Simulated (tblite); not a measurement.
Species: C₆H₈P₂S.
Geometry (GFN2-xTB, Å), atoms numbered from 1 in this order:
```xyz
17
C6H8P2S angstrom
C     -3.1945    0.8430    0.1269
S     -2.7601   -0.8848   -0.2032
C     -0.9871   -0.8747   -0.1895
C     -0.4177   -2.1119   -0.4117
P      1.2526   -2.5521   -0.4690
C      2.0533   -1.0385   -0.1737
C      1.5180    0.2078    0.0375
C      2.4581    1.3588    0.2845
P     -0.1733    0.6549    0.0844
H     -2.8203    1.4754   -0.6743
H     -4.2792    0.8789    0.1607
H     -2.7771    1.1493    1.0831
H     -1.1104   -2.9326   -0.5725
H      3.1378   -1.1086   -0.1634
H      1.9630    2.3114    0.0991
H      3.3384    1.2863   -0.3520
H      2.7916    1.3493    1.3232
```

Calculated harmonic vibrations of the isolated species, GFN2-xTB (tblite), most abundant isotopes, no scaling. Against measured fundamentals such values can be off by several per cent, at times by over 20. One conformer, not necessarily the lowest.

Harmonic wavenumbers (cm⁻¹): 53.3, 65.6, 90.1, 148.1, 163.5, 199.7, 239.7, 259.7, 300.7, 320.4, 369.9, 418.5, 476.7, 488.2, 642.2, 700.7, 731.1, 785.2, 826.6, 848.0, 903.9, 934.5, 937.6, 972.1, 1012.8, 1025.8, 1119.3, 1255.3, 1294.1, 1311.5, 1337.1, 1400.0, 1431.0, 1436.5, 1466.3, 1475.1, 1483.8, 2986.8, 2996.2, 3008.6, 3011.6, 3012.7, 3016.1, 3018.6, 3052.4.

A = 1582, B = 779.8, C = 525.8 MHz; mass 173.982 u (most abundant isotopes); point group C1, symmetry number 1.

What is the zero-point energy?

½Σν̃ = 26514 cm⁻¹ = 317.18 kJ/mol.

Entropy at 298.15 K, 1 bar (ideal gas, RRHO, classical rotation)?

Translation 173.20, rotation 127.96, vibration 133.87: S = 435.0 J/(mol K).

And Cp and H(298.15 K) − H(0)?

Cp = 168.12 J/(mol K), of which vibrations give 134.87 (their classical limit is 45 R = 374.2); H(298.15 K) − H(0) = 31.03 kJ/mol without the zero-point energy, 21.11 from vibrations.

Which modes carry the vibrational entropy at 298.15 K?

53.3 cm⁻¹: 19.63; 65.6 cm⁻¹: 17.91; 90.1 cm⁻¹: 15.30; 148.1 cm⁻¹: 11.28; 163.5 cm⁻¹: 10.50; 199.7 cm⁻¹: 8.94 J/(mol K); the other 39 give 50.31 together.

What must be added to the electronic energy to get the Gibbs energy at 298.15 K and 1 bar?

ZPE + [H(298.15 K) − H(0)] − T·S = 317.18 + 31.03 − 129.70 = 218.51 kJ/mol.

Blend soft modes into free rotors: weight 1/[1 + (100 cm⁻¹/ν̃)⁴] for the oscillator and the rest for a rotor with moment μB/(μ + B), μ = h/(8π²ν), B = 10⁻⁴⁴ kg m². What vibrational entropy results?

123.74 J/(mol K) in place of 133.87, which changes −T·S at 298.15 K by +3.02 kJ/mol.

Hindered rotation and anharmonicity are outside this model. Other conformers, if any are populated, would add a mixing term that is left out. The structure is chiral; the term R ln 2 for an equal mix with its mirror image is left out.

Hardware: one thread, Arm Neoverse V1 (aarch64), on a shared host. Cost: 0.85 s of wall time. The figure is for the frequency step alone.
